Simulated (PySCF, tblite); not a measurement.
Rigid-rotor lines calculated for a species of formula C6H6ClP (commonest isotopes; wB97X-D/def2-SVPD in PySCF (dipole) on a GFN2-xTB geometry, gas phase), labelled J(Ka,Kc):

| transition | MHz |
| --- | --- |
| 2(1,1) ← 1(1,0) | 4034.1 |
| 2(1,2) ← 1(1,1) | 3432.1 |
| 1(1,1) ← 0(0,0) | 3553.4 |
| 1(0,1) ← 0(0,0) | 1866.6 |
| 2(0,2) ← 1(0,1) | 3696.3 |

Q: Find the rotational constants.

A: 1(0,1) ← 0(0,0) is B + C, 2(1,1) ← 1(1,0) is 3B + C and 2(1,2) ← 1(1,1) is B + 3C, so B − C is half the difference of the last two, 301.0 MHz. 1(1,1) ← 0(0,0) is A + C. A = 2770.6, B = 1083.8, C = 782.8 MHz.

Q: What moments of inertia, asymmetry and inertial defect follow?

A: I = 505379 MHz·u·Å² over each constant: Ia = 182.40, Ib = 466.32, Ic = 645.61 u·Å²; κ = (2B − A − C)/(A − C) = -0.697 (asymmetric top); Δ = Ic − Ia − Ib = -3.12 u·Å².

Q: Which dipole components do these lines need?

A: μa and μb (a-type: ΔKa even, ΔKc odd; b-type: both odd). The calculation gives |μa| = 0.37 D, |μb| = 0.44 D, |μc| = 0.00 D.

Q: Predict further lines from these constants: 2(2,0) ← 2(1,1); 2(2,1) ← 2(1,2); 2(2,0) ← 1(1,1); 2(0,2) ← 1(1,1); 1(1,0) ← 1(0,1); 2(1,2) ← 1(0,1); 2(1,1) ← 2(0,2); 1(1,0) ← 1(1,1).

A: 
```tsv
transition	MHz	type	branch
1(1,0) ← 1(1,1)	301	a	Q
1(1,0) ← 1(0,1)	1988	b	Q
2(0,2) ← 1(1,1)	2009	b	R
2(1,1) ← 2(0,2)	2326	b	Q
2(2,0) ← 2(1,1)	5097	b	Q
2(1,2) ← 1(0,1)	5119	b	R
2(2,1) ← 2(1,2)	5964	b	Q
2(2,0) ← 1(1,1)	9432	b	R
```

Q: Which structure gave them?

A: `c1pcc(c(c1)Cl)C`, point group Cs. Three constants can't fix a structure by themselves; this is the one that was computed:
```xyz
14
C6H6ClP angstrom
C     -2.083    0.090    0.004
C     -0.605   -0.154    0.017
C     -0.119   -1.442    0.142
P      1.541   -1.938    0.182
C      2.312   -0.393    0.024
C      1.654    0.811   -0.093
C      0.272    0.925   -0.097
Cl    -0.389    2.523   -0.253
H     -2.361    0.752    0.823
H     -2.631   -0.843    0.102
H     -2.375    0.575   -0.927
H     -0.848   -2.240    0.226
H      3.394   -0.384    0.017
H      2.235    1.718   -0.188
```

Its GFN2-xTB frequencies are all real (lowest 110 cm⁻¹). No vibrational averaging or centrifugal distortion is included, and the geometry carries the error of its method. A rigid rotor knows nothing of internal rotation, which can split or shift real lines. Quadrupole hyperfine structure (35Cl) is left out.

Hardware: an Arm Neoverse V1 with one thread, on a shared host. Cost: 57 s. This is the wB97X-D/def2-SVPD job that gave the dipole, with the excitations it also computed.
